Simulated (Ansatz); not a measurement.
`C[B-](Cl)(Cl)[n+]1ccccc1`. Total charge 0; spin multiplicity 1. The geometry is a stationary point of PBE0-D4/def2-TZVP. It is one conformer, not always the lowest.

```xyz
18

C     2.122    1.349    0.064
B     1.757   -0.131   -0.395
Cl    2.072   -0.414   -2.202
Cl    2.630   -1.424    0.608
N     0.158   -0.342   -0.154
C    -0.292   -0.754    1.035
C    -1.640   -0.827    1.316
C    -2.552   -0.462    0.340
C    -2.077   -0.030   -0.886
C    -0.715    0.019   -1.100
H     1.902    1.511    1.124
H     1.577    2.100   -0.516
H     3.189    1.529   -0.083
H     0.472   -1.036    1.747
H    -1.960   -1.172    2.290
H    -3.617   -0.515    0.532
H    -2.748    0.265   -1.682
H    -0.279    0.334   -2.038
```

Q: What is the dipole moment at PBE/def2-TZVPP? (Best estimate.)

A: Ansatz gave: 7.82 D, with components (-7.54, 0.97, 1.85) D in this frame, pointing from negative to positive charge.

Q: And with r2SCAN, B3LYP, ωB97M-V? (Estimate.)

A: The calculation gave: r2SCAN 8.04 D, B3LYP 8.11 D, ωB97M-V 8.20 D.

Q: Give the Mulliken charges with PBE, B3LYP, r2SCAN in def2-TZVPP. (Best estimate.)

A: Computed: 
| atom | PBE | B3LYP | r2SCAN |
| --- | --- | --- | --- |
| C1 | -0.35 | -0.34 | -0.27 |
| B2 | 0.07 | 0.18 | 0.19 |
| Cl3 | -0.24 | -0.27 | -0.27 |
| Cl4 | -0.24 | -0.27 | -0.27 |
| N5 | 0.12 | 0.00 | 0.05 |
| C6 | 0.01 | 0.03 | 0.05 |
| C7 | -0.10 | -0.14 | -0.11 |
| C8 | -0.07 | -0.06 | -0.03 |
| C9 | -0.10 | -0.14 | -0.11 |
| C10 | 0.01 | 0.03 | 0.05 |
| H11 | 0.09 | 0.08 | 0.04 |
| H12 | 0.09 | 0.08 | 0.04 |
| H13 | 0.11 | 0.11 | 0.07 |
| H14 | 0.10 | 0.13 | 0.11 |
| H15 | 0.13 | 0.15 | 0.11 |
| H16 | 0.14 | 0.15 | 0.12 |
| H17 | 0.13 | 0.15 | 0.11 |
| H18 | 0.10 | 0.13 | 0.11 |

B3LYP here is the variant with VWN-RPA as its local correlation; programs differ in this.
